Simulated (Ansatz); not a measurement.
Question: Name a neutral molecule of Al, B, C, F and H with HOMO–LUMO gap (PBE/def2-TZVPP) between 2.90 and 3.20 eV and HOMO–LUMO gap (ωB97M-V/def2-TZVPP) between 8.45 and 8.75 eV (Ansatz, PBE0-D4/def2-TZVP geometry).

Answer: `F[B]1[CH2][AlH]1` (3.14 eV, 8.66 eV). Other molecules can fit too; these were computed, each in one conformer that needn't be the lowest.
